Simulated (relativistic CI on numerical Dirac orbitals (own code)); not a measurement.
Magnetism of Au⁴⁺, 5d7, in a crystal field

Calculated by Dirac-Coulomb-Breit CI, orbitals from a KLI potential per configuration, model QED (radiative potential, 1s self-energy scaled to tabulated hydrogen-like ionisation energies), valence Slater integrals scaled by 0.65, one configuration in a parametric crystal field (own radial code).

Field parameters in Wybourne normalisation: Oh B⁴₀ = 21Dq, B⁴₄ = √(5/14) B⁴₀. The field is a parameter set, without covalency.

S is read from ⟨S²⟩ = S(S + 1).

Powder χT (cm³ K mol⁻¹) by Van Vleck's formula, with temperature-independent terms:

| Field | 2 K | 5 K | 10 K | 20 K | 50 K | 100 K | 200 K | 300 K |
| --- | --- | --- | --- | --- | --- | --- | --- | --- |
| Oh, 10Dq = 8500 cm⁻¹ | 2.21 | 2.24 | 2.29 | 2.39 | 2.67 | 3.1 | 3.49 | 3.62 |
| Oh, 10Dq = 15300 cm⁻¹ | 1.19 | 1.19 | 1.19 | 1.2 | 1.21 | 1.24 | 1.29 | 1.34 |
| Oh, 10Dq = 22100 cm⁻¹ | 0.862 | 0.862 | 0.863 | 0.865 | 0.871 | 0.881 | 0.901 | 0.921 |
| Oh, 10Dq = 28900 cm⁻¹ | 0.72 | 0.72 | 0.721 | 0.722 | 0.726 | 0.732 | 0.745 | 0.757 |
| Oh, 10Dq = 35700 cm⁻¹ | 0.643 | 0.643 | 0.644 | 0.645 | 0.648 | 0.653 | 0.662 | 0.672 |
| Oh, 10Dq = 42500 cm⁻¹ | 0.595 | 0.595 | 0.596 | 0.597 | 0.599 | 0.603 | 0.611 | 0.618 |

Problem. For Oh, 10Dq = 22100 cm⁻¹: what effective moment follows at 300 K?

Solution. μ_eff = √(8χT) = 2.71 μB. The ground level has S = 0.77; the spin-only moment for S = 1/2 is 1.73 μB. The difference comes from the orbital moment, spin-orbit mixing of terms and temperature-independent paramagnetism, all larger in this ionic model than in covalent complexes.
